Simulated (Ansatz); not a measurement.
`[BH2][InH][F]`. Total charge 0; spin multiplicity 1. In: def2 effective core potential.

```
atom   x (Å)   y (Å)   z (Å)
  B1  -0.664  -0.092   1.061
 In2   0.571   0.323  -0.760
  F3   0.614  -1.320  -1.853
  H4  -0.167  -0.526   2.056
  H5  -1.844   0.093   1.059
  H6   1.491   1.521  -1.563
```

(1) What are the harmonic wavenumbers in cm⁻¹ at PBE0-D4/def2-TZVP (Ansatz, finite differences of forces, unscaled)? (Estimate.)

(2) Is this a minimum?

(3) Give the ideal-gas thermochemistry at 298.15 K and 1 bar (rigid rotor, harmonic oscillator; point group Cs, symmetry number 1).

(4) And at 400, 500, 600, 800 and 1000 K?

## Answers

(1) Ansatz gave: 101, 178, 360, 471, 508, 564, 582, 846, 1139, 1849, 2593, 2691.

(2) Yes, all 12 modes are real.

(3) Zero-point energy 71.1 kJ/mol; H(298) − E = 87.8 kJ/mol; entropy 314.8 J/(mol·K), of which translation 171.1, rotation 103.8, vibration 39.8; G(298) − E = -6.1 kJ/mol.

(4) 
```json
{"T (K)": "400", "H − E (kJ/mol)": "96.3", "S (J/mol/K)": "339.4", "G − E (kJ/mol)": "-39.4"}
{"T (K)": "500", "H − E (kJ/mol)": "105.5", "S (J/mol/K)": "359.9", "G − E (kJ/mol)": "-74.4"}
{"T (K)": "600", "H − E (kJ/mol)": "115.3", "S (J/mol/K)": "377.8", "G − E (kJ/mol)": "-111.3"}
{"T (K)": "800", "H − E (kJ/mol)": "136.2", "S (J/mol/K)": "407.8", "G − E (kJ/mol)": "-190.0"}
{"T (K)": "1000", "H − E (kJ/mol)": "158.5", "S (J/mol/K)": "432.6", "G − E (kJ/mol)": "-274.1"}
```
